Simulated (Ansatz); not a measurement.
A nudged elastic band was laid between two geometries of CH5Ga + H2 (9 atoms, charge 0, multiplicity 1).

These are results of Ansatz 0.2.0, RKS PBE0/def2-TZVP, not measurements.

```json
{"movable images": "7", "climbing image": "yes", "spring": "5.0 eV/Å²", "optimiser": "quadratic models (default)", "start path": "through a guess of the saddle point", "force threshold": "0.05 eV/Å", "iteration limit": "60", "end points": "relaxed"}
```

First end point:

```xyz
9
Properties=species:S:1:pos:R:3
Ga -0.007 0.010 0.360
C 0.036 0.332 2.305
H -0.901 0.055 2.791
H 0.862 -0.190 2.791
H 0.186 1.403 2.471
H 1.332 -0.203 -0.441
H -1.359 0.111 -0.439
H -0.314 -2.375 0.219
H -0.264 -2.303 0.967
```

Last end point:

```xyz
9
Properties=species:S:1:pos:R:3
Ga -0.086 -0.600 -0.431
C -0.018 -0.146 2.568
H -0.941 0.096 3.091
H 0.806 -0.238 3.274
H 0.215 0.659 1.868
H 1.327 0.057 -0.610
H -1.380 0.281 -0.524
H -0.210 -2.157 -0.278
H -0.143 -1.110 2.065
```

Question: Which bonds break or form, and what moves?

Answer: Bonds broken: Ga1–C2, H8–H9. Bonds formed: Ga1–H8, C2–H9. CH5Ga + H2 becomes CH4 + GaH3.

Question: Give the energies along the band, and the barrier.

Answer: The run converged. The highest image is number 4 of 0 to 8, 119.8 kJ/mol above the first end and 158.3 kJ/mol above the last; the last end lies 38.5 kJ/mol below the first. A vibrational analysis at the climbing image gives one clearly imaginary mode, 1421i cm⁻¹: a first-order saddle point. The orbitals stay closed-shell, which can raise the energy where a bond breaks towards radicals; this wasn't checked here.

```
image  path coordinate (Å)  energy (kJ/mol)  Ga1–C2 (Å)  H8–H9 (Å)  Ga1–H8 (Å)
    0                 0.00              0.0        1.97       0.75        2.41
    1                 0.42              1.8        1.97       0.75        2.34
    2                 0.84             14.1        1.99       0.76        2.17
    3                 1.26             59.9        2.05       0.81        1.94
    4                 1.68            119.8        2.20       1.07        1.75
    5                 2.11             41.3        2.40       1.49        1.63
    6                 2.54            -19.3        2.66       1.86        1.58
    7                 2.97            -36.0        2.86       2.23        1.57
    8                 3.40            -38.5        3.03       2.57        1.57
```

Question: What is the geometry of the highest image?

Answer: 
```xyz
9
Properties=species:S:1:pos:R:3
Ga -0.053 -0.286 0.045
C -0.020 -0.047 2.233
H -0.985 -0.145 2.731
H 0.763 -0.508 2.839
H 0.220 1.018 2.171
H 1.389 -0.091 -0.489
H -1.457 0.142 -0.449
H -0.176 -1.959 0.557
H -0.111 -1.284 1.386
```

Question: What are the harmonic wavenumbers there?

Answer: 1421i, 59, 399, 406, 589, 648, 686, 734, 767, 1003, 1185, 1216, 1448, 1474, 1664, 1971, 2034, 2045, 3051, 3129, 3162 cm⁻¹.

Run time: 72 s on 4 threads of Arm Neoverse V2 (shared host), peak memory 0.23 GiB.
